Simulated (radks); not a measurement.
Q: Radial electron density D(r) = 4 pi r^2 rho(r) of an atom or ion with 8 electrons. All-electron calculation, Dirac Kohn-Sham, B86b exchange with PBE correlation, spin-unpolarised, spherical densities, finite nucleus; Fermi nuclear charge, rms radius of each element as measured or else 0.836 A^(1/3) + 0.57 fm. Program: a radial shooting solver on a logarithmic mesh with Libxc functionals.

r (bohr),D(r) (e/bohr)
0.002688,0.8184
0.003362,1.227
0.004173,1.797
0.005221,2.642
0.006479,3.781
0.008106,5.393
0.01006,7.444
0.01259,10.13
0.01562,13.23
0.01954,16.76
0.02426,20.09
0.03035,22.85
0.03766,24.19
0.04712,23.76
0.05848,21.83
0.07316,19.50
0.0908,18.72
0.1136,20.74
0.141,24.69
0.1764,27.71
0.2189,26.22
0.2739,19.42
0.3399,10.89
0.4252,4.144
0.5278,1.062
0.6603,0.1487
0.8195,0.01155
1.025,0.0003491

What is the nuclear charge?

A: Z = 26. The innermost maximum, from 1s, lies near gamma/Z bohr with gamma = sqrt(1 - (Z/c)^2) = 0.982, here 0.0378 bohr (found: 0.0402), and its height grows with Z. The density is that of the iron ion Fe18+ in 1s1.5 2s2 2p4.5; the configuration itself is not fixed sharply by these data, and Z only to about a unit. D(r) has 2 maxima, at r = 0.0402, 0.185 bohr, and minima at 0.0872 bohr, inside which lie 1.59 electrons.
